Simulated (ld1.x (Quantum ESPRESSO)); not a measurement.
# Ranking RRKJ potentials for Tl

All share these settings but for the change named:

* Element: Tl (Z = 81)
* Generator: ld1.x (Quantum ESPRESSO) 7.5
* Type: norm-conserving RRKJ (Kleinman–Bylander form)
* Functional: PBE
* Relativity: scalar-relativistic
* Frozen core: [Xe] 4f14 5d10
* Valence charge: 3
* Reference configuration: 6s1.75 6p1.25
* Partial waves: 6p (bound): rc 2.95 bohr; 6s (bound): rc 1.65 bohr
* Local potential: the s channel
* Core correction: none

Cutoff: the first of the cutoffs (Ry, on a coarse ladder) from which the occupation-weighted sum of valence levels, in a spherical-Bessel basis at the reference potential, stays within 10 and 1 mRy of its value at 400 Ry; the density cutoff is not measured.

The base gives 30 Ry.

Of 7 variants that were run, those that failed, showed a ghost or another fault, or gave nearly equal values are left out.

A variant can come out equal or close to the base.

(1) Rank these variants from softest to hardest (loose cutoff).
A. reference 6s2 6p1
B. wave 6s (bound): rc 1.65 bohr becomes 6s (bound): rc 1.76 bohr
C. all radii scaled by about 1.03 (s 1.70, p 3.04 bohr)

## Answers

(1) B (25 Ry), C (30 Ry), A (40 Ry).
